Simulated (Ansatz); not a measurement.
Stepwise reaction of `Br[Si]Br` with hydrogen sulfide, as a gas-phase model of exchange steps in deposition or etching. ΔE in kJ/mol; ΔG adds harmonic PBE0-D4 terms to CCSD(T)/CBS, at 1 bar.

Program: Ansatz. Geometries: PBE0-D4/def2-TZVP. ΔE: electronic, gas phase. CBS: MP2 limit from def2 TZ/QZ plus the TZ coupled-cluster correction, frozen cores. This one scheme is used for every species. Functionals use def2-TZVPP. B3LYP here is the variant with VWN-RPA as its local correlation; programs differ in this. For Br outer-core shells are correlated without core-valence functions, which leaves a few kJ/mol of doubt a bond. Scalar relativity is left out up to krypton. One conformer a species, not always the lowest.

```
step                            reaction  PBE-D4  B3LYP-D4  ωB97M-V  CCSD(T)/CBS  ΔG(400 K)
   1  `Br[Si]Br` + H₂S → `S[Si]Br` + HBr    18.9      22.8     22.6         21.0       23.1
   2    `S[Si]Br` + H₂S → `S[Si]S` + HBr    28.0      32.0     33.1         32.1       35.1
```

**Question.** By hand: ΔE of the 2 steps together at CCSD(T)/CBS.

**Answer.** (21.0) + (32.1) = 53.1 kJ/mol, or 26.6 kJ/mol a step.

In ΔE each step is higher than the one before. All are uphill at CCSD(T)/CBS. ΔG lies between 23.1 and 35.1 kJ/mol a step. PBE-D4 differs from CCSD(T)/CBS by -4.1 to -2.1 kJ/mol a step. Isolated molecules leave out the surface, adducts and barriers. Largest T1 diagnostic: 0.015.
